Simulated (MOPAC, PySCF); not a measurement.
C$_{4}$H$_{12}$Sn, SMILES `C[CH2][SnH2][CH2]C` (C–C–Sn–C torsion -180°, C–Sn–C–C torsion -178°), neutral singlet in the gas phase. 

Z-matrix (Å, degrees):
```
Sn
H 1 1.7303
H 1 1.7303 2 107.86
C 1 2.1835 2 109.33 3 118.80
H 4 1.1024 1 106.94 2 64.26
H 4 1.1024 5 106.61 1 -114.06
C 4 1.5297 5 111.11 6 -121.19
H 7 1.1025 4 111.76 5 -60.70
H 7 1.1025 8 107.13 4 122.74
H 7 1.1041 8 107.12 9 114.67
C 1 2.1835 2 109.39 3 -118.76
H 11 1.1024 1 106.91 2 -62.56
H 11 1.1024 12 106.61 1 114.08
C 11 1.5297 12 111.11 13 121.19
H 14 1.1025 11 111.75 12 -179.21
H 14 1.1025 15 107.13 11 122.75
H 14 1.1041 15 107.13 16 114.66
```
Charge 0, spin multiplicity 1.

All levels are single points at this geometry (B3LYP-D3(BJ)/def2-SVP); Pople sets use spherical d functions. Orbital energies aren't observables, and empty levels follow the basis.

BP86/6-31G* (LANL2DZ on Sn) in PySCF gives dipole (D) = 1.01.

**Question.** Estimate the dipole (D) from each of these levels: PBE-D3(BJ)/def2-TZVP in PySCF; ωB97X-D3(BJ)/def2-TZVP in PySCF; B3LYP/6-31G* (LANL2DZ on Sn) in PySCF; SVWN5/6-31G* (LANL2DZ on Sn) in PySCF; HF/6-31G* (LANL2DZ on Sn) in PySCF; AM1 in MOPAC; PM3 in MOPAC; PM7 in MOPAC.

**Answer.** 
| level | dipole (D) |
|---|---|
| PBE-D3(BJ)/def2-TZVP in PySCF | 1.02 |
| ωB97X-D3(BJ)/def2-TZVP in PySCF | 0.97 |
| B3LYP/6-31G* (LANL2DZ on Sn) in PySCF | 0.97 |
| SVWN5/6-31G* (LANL2DZ on Sn) in PySCF | 1.00 |
| HF/6-31G* (LANL2DZ on Sn) in PySCF | 0.97 |
| AM1 in MOPAC | 0.31 |
| PM3 in MOPAC | 0.61 |
| PM7 in MOPAC | 0.62 |
